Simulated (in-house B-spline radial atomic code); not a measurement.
A calculation on Cr IV (Cr3+) (an excited or competing configuration): its settings, and results tabulated from the run. Method: Dirac-Hartree-Fock, average of configuration, Fermi nucleus of rms radius 3.6452 fm. Calculated with a radial B-spline atomic code at the basis-set limit.

Command:
```bash
python run_scf.py task.json out
```
Settings (nuclear radius in fm, mass in u):
```
Z                24
configuration    [Ne] 3s2 3p5 3d3 5f1
hamiltonian      dirac
method           hf
spin_polarised   False
nucleus          fermi
rms_radius       3.6452
atomic_mass      51.9405
speed_of_light   137.035999084
```

Output (hartree, bohr):
```
 radial grid: 74 intervals, B-splines of order 8, outer radius 39.1892 bohr

 iter        energy (Eh)    residual
    1      -1033.3525008    6.29e-01
    2      -1042.8902002    2.86e-01
    3      -1044.4834540    9.53e-02
    4      -1044.6837154    2.92e-02
    5      -1044.7039811    1.24e-02
    6      -1044.7075825    1.23e-03
    7      -1044.7076059    5.00e-05
    8      -1044.7076060    1.22e-05
    9      -1044.7076060    7.00e-07
   10      -1044.7076060    2.54e-08

 total energy                    -1044.707606
 kinetic                           1057.80957
 electron-nucleus                 -2454.46458
 electron-electron                  351.94741

 first-order corrections (not in the total)
   Gaunt                            0.38806
   retardation                     -0.03324
   frequency dependence            -0.00078
   self-energy                      0.25770
   Uehling                         -0.02084
   Wichmann-Kroll                   0.00011
   recoil                           0.00867

 orbital      occ     eigenvalue          <r>       <r^2>       <1/r>     <1/r^3>       <r^4>       r_max    small
 1s1/2      2.000     -224.47906    0.0635029  0.00542343     23.8893           - 7.58981e-05     0.04162  7.43e-03
 2s1/2      2.000      -28.88776     0.290753   0.0998487     5.10549           -   0.0174326      0.2426  1.35e-03
 2p1/2      2.000      -24.73746      0.25723   0.0814571     5.01192           -    0.013602      0.1963  1.31e-03
 2p3/2      4.000      -24.41331     0.260004   0.0830907      4.9379     353.994   0.0141042      0.1985  1.30e-03
 3s1/2      2.000       -5.39735     0.874773    0.876963     1.60184           -     1.20841      0.7665  2.90e-04
 3p1/2      1.667       -4.17406     0.912725    0.970356     1.49408           -     1.56253      0.7802  2.61e-04
 3p3/2      3.333       -4.13102     0.919521    0.984589     1.47933     44.7074     1.60736      0.7863  2.58e-04
 3d3/2      1.200       -2.35333      1.01288     1.24837     1.23958      4.4759     3.09453      0.7675  1.89e-04
 3d5/2      1.800       -2.34921      1.01502     1.25342     1.23654     4.42358      3.1178      0.7693  1.88e-04
 5f5/2      0.429       -0.32428       7.7037     67.6253    0.166347   0.0154896     6426.12       8.055  9.24e-06
 5f7/2      0.571       -0.32428       7.7034     67.6206    0.166356   0.0154918      6425.3       8.055  9.24e-06
```

Run time, properties included: 1.7 s on 1 thread of Arm Neoverse V1 (shared host).

For the Dirac Hamiltonian the kinetic term is c α·p + (β - 1)c².
